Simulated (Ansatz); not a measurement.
C3H5BO (`CC#CBO`). Total charge 0; spin multiplicity 1. The structure was optimised at the PBE0-D4/def2-TZVP level. It is one conformer, not always the lowest.

```xyz
10

C    -0.796    1.334    1.638
C    -0.239    0.504    0.592
C     0.218   -0.193   -0.284
B     0.861   -1.028   -1.373
O     0.137   -2.001   -1.979
H    -0.836    2.379    1.318
H    -0.177    1.287    2.538
H    -1.808    1.018    1.901
H     2.001   -0.834   -1.701
H     0.639   -2.467   -2.651
```

Q: What is the dipole moment at PBE/def2-TZVPP? (An estimate is asked.)

A: Computed: 0.53 D, with components (0.13, 0.40, 0.32) D in this frame, pointing from negative to positive charge.

Q: And with r2SCAN, B3LYP, ωB97M-V? (An estimate is asked.)

A: Computed: r2SCAN 0.60 D, B3LYP 0.57 D, ωB97M-V 0.51 D.

Q: Give the Mulliken charges with PBE, r2SCAN, B3LYP in def2-TZVPP. (Best estimate.)

A: Computed: 
```json
{"atom": "C1", "PBE": "-0.32", "r2SCAN": "-0.25", "B3LYP": "-0.29"}
{"atom": "C2", "PBE": "-0.20", "r2SCAN": "-0.23", "B3LYP": "-0.15"}
{"atom": "C3", "PBE": "0.13", "r2SCAN": "0.18", "B3LYP": "0.07"}
{"atom": "B4", "PBE": "0.06", "r2SCAN": "0.15", "B3LYP": "0.09"}
{"atom": "O5", "PBE": "-0.21", "r2SCAN": "-0.28", "B3LYP": "-0.25"}
{"atom": "H6", "PBE": "0.12", "r2SCAN": "0.08", "B3LYP": "0.12"}
{"atom": "H7", "PBE": "0.12", "r2SCAN": "0.08", "B3LYP": "0.12"}
{"atom": "H8", "PBE": "0.12", "r2SCAN": "0.08", "B3LYP": "0.12"}
{"atom": "H9", "PBE": "-0.04", "r2SCAN": "-0.04", "B3LYP": "-0.02"}
{"atom": "H10", "PBE": "0.20", "r2SCAN": "0.22", "B3LYP": "0.20"}
```

B3LYP here is the variant with VWN-RPA as its local correlation; programs differ in this.
